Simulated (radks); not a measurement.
Spherical quantum dot in the effective-mass picture: electrons in a hard-walled sphere of radius 2.67, with a point charge +2 (a donor) at the centre, all in effective atomic units (hartree* = m*/eps^2 hartree, bohr* = eps/m* bohr), one dielectric constant everywhere. Method: non-relativistic Kohn-Sham, LDA (Slater exchange, Perdew-Wang correlation), spin-polarised, spherical densities; computed with a radial shooting solver with Libxc functionals. Levels are named by radial order and angular momentum (1s, 1p, 1d, 2s, ...), and open shells are averaged over m.

N = 22, configuration 1s2 1p6 1d10 2s2 1f(up 2, down 0). This is the lowest configuration that the search found. Occupied and some empty levels:

level,occupation,eigenvalue (hartree*),<r> (bohr*)
1s up,1,10.283,1.481
1s down,1,10.309,1.468
1p up,3,10.846,1.782
1p down,3,10.882,1.779
1d up,5,11.553,1.874
1d down,5,11.591,1.873
2s up,1,11.667,1.102
2s down,1,11.682,1.112
1f up,2,12.476,1.939
1f down,0,12.516,1.939
1g up,0,13.603,1.991
1g down,0,13.644,1.990
2p up,0,13.737,1.351
2p down,0,13.755,1.351
2d up,0,15.372,1.505
2d down,0,15.394,1.504

Energy (hartree*): total 129.690, kinetic 49.550, external -30.865, Hartree 124.23, exchange-correlation -13.222.
